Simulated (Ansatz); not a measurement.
Mulliken charges of CH$_{6}$SeSi$_{2}$ (`[SeH][SiH]1C[SiH2]1`) from r2SCAN/def2-TZVPP in Ansatz (PBE0-D4/def2-TZVP geometry).

```
atom   x (Å)   y (Å)   z (Å)  charge (e)
 Se1  -2.615   0.557  -0.232      -0.176
 Si2  -0.446   0.739   0.396       0.224
  C3   0.851  -0.096  -0.703      -0.332
 Si4   0.678  -1.145   0.871       0.197
  H5  -2.503   1.562  -1.301       0.062
  H6  -0.065   2.065   0.940      -0.065
  H7   1.790   0.436  -0.842       0.101
  H8   0.502  -0.542  -1.631       0.101
  H9   0.051  -2.477   0.714      -0.052
 H10   1.841  -1.150   1.790      -0.060
```

By hand: the dipole of these point charges (1 e Å = 4.8032 D).

Σ q r = (0.179, 0.024, -0.002) e Å, of length 0.181 e Å = 0.87 D.

How does the dipole of the full density compare? (Estimate.)

Ansatz gave: (0.201, 0.065, -0.146) e Å, 1.23 D; the point charges give 0.71 times that, at 35° from its direction.

Point charges leave out the atoms' own dipoles, such as those of lone pairs, and Mulliken's split depends on the basis, so the two needn't agree.
